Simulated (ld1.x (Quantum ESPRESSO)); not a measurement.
# bismuth, TM: configuration errors across variants

ld1.x (Quantum ESPRESSO) 7.5 input, shortened:

```
&input
   title='Bi', zed=83., rel=1, dft='PBE', iswitch=3,
   config='[Xe] 4f14 5d10 6s2 6p3'
 /
 &inputp
   pseudotype=2, tm=.true., lloc=0,
   nlcc=.true., new_core_ps=.true., rcore=0.85
 /
3
6P  2  1   3.00   0.00  2.45  2.45  0.0
5D  3  2  10.00   0.00  1.80  1.80  0.0
6S  1  0   2.00   0.00  1.85  1.85  0.0
 &test
   configts(1)='5d10 6s2 6p3'
 /
```

All-electron excitation energies from the reference (eV): (1) 5d10 6s2 6p2 7.913; (2) 5d10 6s2 6p1 23.160; (3) 5d10 6s2 6p0 46.502; (4) 5d10 6s2 6p3.3 -1.094; (5) 5d10 6s1 6p4 10.082; (6) 5d10 6s0 6p5 20.501; (7) 5d10 6s1 6p0 91.907.

A true bound ghost makes a file unfit for plane-wave use even where its test errors are small: the radial tests pick states by their node count and pass the ghost by.

Errors AE − PS in meV (a dash: test not solved or not reliable):

```tsv
change	(1)	(2)	(3)	(4)	(5)	(6)	(7)	bound ghosts
base	-3.2	-12	-37	+0.6	-7.3	-25	-71	none
all radii but the core radius scaled by about 0.76 (s 1.40, p 1.86, d 1.36 bohr)	-3.0	-9.0	-22	+0.6	-11	-69	+9.0	p
all radii but the core radius scaled by about 0.90 (s 1.66, p 2.20, d 1.62 bohr)	-3.0	-11	-36	+0.6	-6.9	-25	-62	none
all radii but the core radius scaled by about 1.05 (s 1.94, p 2.58, d 1.90 bohr)	-3.1	-12	-39	+0.6	-6.2	-20	-78	none
all radii but the core radius scaled by about 1.13 (s 2.10, p 2.78, d 2.04 bohr)	-3.1	-13	-48	+0.6	-3.4	-8.6	-101	none
all radii but the core radius scaled by about 1.22 (s 2.26, p 3.00, d 2.20 bohr)	-3.0	-15	-65	+0.6	-0.3	+3.8	-142	none
all radii but the core radius scaled by about 1.29 (s 2.38, p 3.16, d 2.32 bohr)	-3.1	-18	-82	+0.7	+1.2	+9.4	-185	none
all radii but the core radius scaled by about 1.37 (s 2.54, p 3.36, d 2.46 bohr)	-2.8	-20	-99	+0.7	-0.8	-0.9	-243	none
```

(1) Give the same row for: all radii but the core radius scaled by about 0.85 (s 1.58, p 2.08, d 1.52 bohr).

## Answers

(1) -3.0, -11, -35, +0.6, -6.0, -22, -56; bound ghosts: none.
